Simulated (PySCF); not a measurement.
C6H13OPSi.
Atom-mapped SMILES: `[CH2:1]=[CH:2][Si@H:3]1[CH2:4][CH2:5][P@H:6](=[O:7])[CH2:8][CH2:9]1`

NICS = −σ at a ghost point: NICS(0) at the centroid of the ring atoms, NICS(1) 1 Å to either side along the normal of their mean plane, zz for the tensor component along that normal. Level: GIAO PBE0/pcSseg-1 (PySCF, non-relativistic, gas phase) on the GFN2-xTB geometry, one conformer.

Ring bond lengths (Å), with Mayer bond orders in brackets: Si3–C4 1.905 (0.91), C4–C5 1.519 (1.01), C5–P6 1.824 (0.91), P6–C8 1.824 (0.91), C8–C9 1.519 (1.01), C9–Si3 1.903 (0.91).

Task: Give the NICS values of each ring in ppm.

Result: 
| ring | type | NICS(0) | NICS(1), two faces | NICS(1)zz, two faces | rms pucker (Å) | centre to ring atoms, mean (Å) |
| --- | --- | --- | --- | --- | --- | --- |
| Si3–C4–C5–P6–C8–C9 | 6-membered ring with P and Si; formal bonds all single | -2.8 | -1.7 / -2.8 | 4.4 / 3.7 | 0.27 | 1.69 |

Task: What do they say, and how far can they be read as aromaticity?

Result: 
- Si3–C4–C5–P6–C8–C9: mean NICS(1)zz 4.1 ppm, deshielded. Si3, C4, C5, P6, C8, C9 have four or more neighbours; no verdict on aromaticity is drawn.

Task: At the second NICS(1) probe listed for ring Si3–C4–C5–P6–C8–C9, 1 Å off the ring, what do the in-plane components average?

Result: The isotropic value is a third of the trace: (3 × -2.8 − (3.7))/2 = -6.0 ppm.

Task: List the ring angles and the Hirshfeld charges of the ring atoms.

Result: 
- Si3–C4–C5–P6–C8–C9: Si3 108.3° (+0.364 e), C4 111.0° (-0.161 e), C5 112.9° (-0.112 e), P6 108.3° (+0.406 e), C8 113.4° (-0.111 e), C9 110.9° (-0.160 e); sum 664.7° against 720° for a flat convex ring.

On an Arm Neoverse V1 with one thread, no GPU, shared host, this took 55 s wall and 1.1 GiB of memory at its peak. This is the whole shielding run at PBE0/pcSseg-1, SCF included.
